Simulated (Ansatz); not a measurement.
Ideal-gas functions of CH5BClIn, SMILES `C[B](Cl)[InH2]` at 600 K and 1 bar, from an Ansatz frequency run at PBE0-D4/def2-TZVP.

Molar mass 178.13 g/mol, point group C1 (symmetry number 1), electronic degeneracy 1, moments of inertia 97.006, 383.827, 469.161 u Å². Harmonic wavenumbers (cm⁻¹, unscaled): 69, 105, 120, 209, 216, 391, 403, 492, 621, 721, 770, 975, 1065, 1316, 1425, 1452, 1780, 1788, 3015, 3089, 3131.

Use S(trans) = R[1.5 ln M + 2.5 ln T − 1.1517]; rotational temperatures θ = 24.2544 K / I; S(rot) = R[ln(√π/σ · √(T³/θAθBθC)) + 1.5]; for each mode x = 1.438777 ν̃/T, S = R[x/(eˣ − 1) − ln(1 − e⁻ˣ)] and H = RT x/(eˣ − 1); 1 cm⁻¹ = 0.0119627 kJ/mol; R = 8.31446 J/(mol·K).

Question: By hand: the entropy, in J/(mol·K).

Answer: Translation 188.0. Rotation: θ = 0.25, 0.0632, 0.0517 K, giving 126.6. Vibration, mode by mode: 23.28, 19.80, 18.70, 14.14, 13.88, 9.15, 8.91, 7.41, 5.73, 4.73, 4.30, 2.92, 2.46, 1.53, 1.24, 1.18, 0.62, 0.61, 0.05, 0.04, 0.04, in all 140.7. Electronic 0.0. Sum 455.3 J/(mol·K).

Question: By hand: H − E and G − E in kJ/mol, counted from the electronic energy.

Answer: Zero-point energy ½ × 23153 × 0.0119627 = 138.5; thermal vibration 40.1; translation, rotation and pV give 4 RT = 20.0. H − E = 198.6 kJ/mol, and G − E = 198.6 − 600 × 455.3/1000 = -74.6 kJ/mol.

Vibration gives 31 % of the entropy, 61.8 J/(mol·K) of it from the modes under 150 cm⁻¹: soft modes count most, and the harmonic formula is weakest for them. The sum counts one conformer and one mirror image; others add a mixing term.
